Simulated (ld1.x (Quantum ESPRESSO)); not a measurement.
# An all-electron radial function and its pseudo partner (Ta (Z = 73))

Columns: radius, all-electron u(r) and pseudo u(r) of the 5d shell (level -10.49 eV) of tantalum in the configuration [Xe] 4f14 5d3 6s1 6p0; PBE, scalar-relativistic, PAW scheme, ld1.x (Quantum ESPRESSO) 7.5.

```csv
r (bohr),all-electron,pseudo
0.148,0.1775,0.0020
0.295,-0.2136,0.0150
0.443,-0.2975,0.0479
0.590,-0.1026,0.1049
0.738,0.1543,0.1859
0.885,0.3741,0.2841
1.033,0.5362,0.3911
1.180,0.6415,0.4941
1.328,0.7022,0.5833
1.475,0.7288,0.6492
1.623,0.7317,0.6883
1.770,0.7182,0.7002
1.918,0.6938,0.6895
2.065,0.6629,0.6632
2.213,0.6278,0.6283
2.360,0.5909,0.5909
2.508,0.5530,0.5530
2.655,0.5156,0.5156
2.802,0.4789,0.4789
2.950,0.4432,0.4432
3.098,0.4089,0.4089
3.245,0.3765,0.3765
3.393,0.3457,0.3457
3.540,0.3169,0.3169
3.688,0.2897,0.2897
3.835,0.2646,0.2646
```

Question: How many radial nodes do the two functions have?

Answer: The all-electron 5d function has n − l − 1 = 2; the pseudo-wave has 0, since the states of the same l below it are removed with the core.

Question: At about which radius was the pseudo-wave matched?

Answer: 2.45 bohr. The columns agree to 0.0005 from 2.06 bohr on; several derivatives are matched, so the curves merge somewhat inside the radius.

Question: Is the pseudo-wave norm-conserving?

Answer: No, it belongs to a PAW set: the norm inside the radius is not constrained, and the difference is carried by the augmentation charge.
